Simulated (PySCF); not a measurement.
## GaCl⁺: everyday levels beside a composite calculation

PySCF; the state is a doublet (σ ↑). The composite is CCSD(T) extrapolated to the basis-set limit from two correlation-consistent sets, with core-valence (CV) and scalar-relativistic (SR) terms as its label shows; it has no spin–orbit coupling and nothing beyond (T). Here it is CCSD(T)/CBS(DT). It gives Re = 2.082 Å, ωe = 414 cm⁻¹ and De = 0.79 eV to Ga⁺ + Cl.

```
      level                   basis                           relativity  Re (Å)  ωe (cm⁻¹)  De (eV)
UHF-SCS-MP2             def2-TZVPPD                        no relativity   2.076        467     0.98
   UHF-CCSD  cc-pVDZ-PP/cc-pV(D+d)Z  scalar-relativistic core potentials   2.125        384     0.45
UHF-CCSD(T)             def2-TZVPPD                        no relativity   2.088        439     0.98
        PBE  cc-pVDZ-PP/cc-pV(D+d)Z  scalar-relativistic core potentials   2.158        358     0.91
       PW91             def2-TZVPPD                        no relativity   2.113        400     1.20
       BLYP  cc-pVDZ-PP/cc-pV(D+d)Z  scalar-relativistic core potentials   2.202        315     0.65
       TPSS             def2-TZVPPD                        no relativity   2.104        412     1.22
      TPSSh             def2-TZVPPD                        no relativity   2.095        422     1.20
    r²SCANh             def2-TZVPPD                        no relativity   2.074        447     1.30
      HSE06             def2-TZVPPD                        no relativity   2.091        423     1.10
```

Give the difference of each row from the composite.



```
      level                   basis  ΔRe (pm)  Δωe (%)  ΔDe (eV)
UHF-SCS-MP2             def2-TZVPPD      -0.6    +12.8     +0.19
   UHF-CCSD  cc-pVDZ-PP/cc-pV(D+d)Z      +4.3     -7.2     -0.34
UHF-CCSD(T)             def2-TZVPPD      +0.6     +6.0     +0.19
        PBE  cc-pVDZ-PP/cc-pV(D+d)Z      +7.6    -13.5     +0.12
       PW91             def2-TZVPPD      +3.1     -3.4     +0.41
       BLYP  cc-pVDZ-PP/cc-pV(D+d)Z     +12.0    -23.9     -0.14
       TPSS             def2-TZVPPD      +2.2     -0.5     +0.43
      TPSSh             def2-TZVPPD      +1.3     +1.9     +0.41
    r²SCANh             def2-TZVPPD      -0.8     +8.0     +0.51
      HSE06             def2-TZVPPD      +0.9     +2.2     +0.31
```

Which rows come closest in De?

PBE in cc-pVDZ-PP/cc-pV(D+d)Z (+0.12 eV), counted from the composite.

Correlated steps freeze the inner cores (9 to 14 orbitals); shallow outer-core shells are correlated. Correlated levels converge slowly with the basis: in double zeta they bind strong bonds too weakly, by up to about 1 eV, and carry superposition errors of some tenths. Spin–orbit coupling is left out. For an ion De counts to the pair picked by the measured ionisation energies or electron affinities, which need not be the lowest pair at this level. The state was picked by a PBE0 search and need not be the measured ground state.
